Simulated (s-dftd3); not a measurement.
AgF, charge -1, doublet, geometry from GFN2-xTB (such geometries of metal compounds can be far from the true shape) (the multiplicity is a formal guess); D3(zero) for b97d (s-dftd3).

s-dftd3 was given this input:
```
$ s-dftd3 mol.xyz --zero b97d --json dftd3.json --noedisp --grad

# file mol.xyz
2

Ag    -0.00000000    -0.00000000    -0.38161718
F      0.00000000     0.00000000     1.99288972
```

**Question.** Predict the main parts of the log of this s-dftd3 run.

**Answer.** 
```
-----------------------------------
 s i m p l e   D F T - D 3  v1.4.0
-----------------------------------

Zero (Chai-Head-Gordon) damping: b97d-D3(0)
--------------------
  s6         1.0000
  s8         0.9090
  s9         0.0000
 rs6         0.8920
 rs8         1.0000
 alp        14.0000
--------------------

Dispersion energy:      -7.9740118961241E-04 Eh

Gradient norm:           2.3787995164982E-03 Eh/a0
--------------------------------------------------
     #    Z           dE/dx      dE/dy      dE/dz
--------------------------------------------------
     1   47 Ag    0.000E+00  0.000E+00  1.682E-03
     2    9 F     0.000E+00  0.000E+00 -1.682E-03
--------------------------------------------------

Virial:
--------------------------------------------------
      component           x          y          z
--------------------------------------------------
          x       0.000E+00  0.000E+00  0.000E+00
          y       0.000E+00  0.000E+00  0.000E+00
          z       0.000E+00  0.000E+00 -7.548E-03
--------------------------------------------------

[Info] JSON dump of results written to 'dftd3.json'
```
